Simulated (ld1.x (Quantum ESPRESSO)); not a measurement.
**cobalt: excitation energies, all-electron against TM**

* Element: cobalt (Co)
* Generator: ld1.x (Quantum ESPRESSO) 7.5
* Type: norm-conserving Troullier–Martins (Kleinman–Bylander form)
* Functional: PBE
* Relativity: fully relativistic
* Frozen core: [Ne]
* Valence charge: 17
* Reference configuration: 3s2 3p6 3d7 4s1 4p1
* Partial waves: 3s (bound): rc 1.04 bohr; 3d (bound): rc 1.84 bohr; 3p (bound): rc 0.80 bohr
* Local potential: the p channel
* Core correction: none

Open shells are filled in proportion to 2j + 1 (rel_dist='average').

Occupied shells without a wave of their own: 4p, 4s. They enter only through the test configuration that unscreens the potential.

Energies are relative to the spin-unpolarised reference configuration 3s2 3p6 3d7 4s1 4p1; without spin polarisation the order of configurations can differ from experiment. The p channel is local and has no spin–orbit splitting in the pseudo-atom.

| valence configuration | charge | ΔE all-electron (eV) | error AE − PS (meV) |
| --- | --- | --- | --- |
| 3s2 3p6 3d7 4s2 4p0 | 0 | -4.350 | +159 |
| 3s2 3p6 3d7 4s1 4p0 | +1 | 4.680 | -10 |
| 3s2 3p6 3d7 4s0 4p0 | +2 | 21.466 | -289 |
| 3s2 3p6 3d6 4s2 4p0 | +1 | 10.832 | +358 |
| 3s2 3p6 3d8 4s0 4p0 | +1 | 2.121 | -124 |

(1) What are ΔE and the potential's error for 3s1 3p6 3d7 4s2 4p0?

(2) What are ΔE and the potential's error for 3s2 3p6 3d6 4s2 4p1?

Levels in the configuration 3s2 3p6 3d7 4s2 4p0:

| level | all-electron (eV) | pseudo (eV) |
| --- | --- | --- |
| 3s j=1/2 | -102.379 | -102.273 |
| 3p j=1/2 | -66.864 | -65.516 |
| 3p j=3/2 | -65.010 | -65.516 |
| 3d j=3/2 | -8.320 | -8.216 |
| 3d j=5/2 | -8.127 | -8.025 |
| 4s j=1/2 | -5.469 | -5.592 |

A Bessel basis up to 400 Ry misses an occupied level by 4.44 Ry, so cutoffs and ghosts were not judged. The potential misses its own reference levels by up to 1.2 eV, so it is not fit for use.

Results:

(1) ΔE = 106.149 eV all-electron; the error (AE − PS) is -94 meV.

(2) ΔE = 5.309 eV all-electron; the error (AE − PS) is +341 meV.

The 4p, 4s levels have no wave, so the channel is fitted at the deeper level alone: the likely source of the large errors.
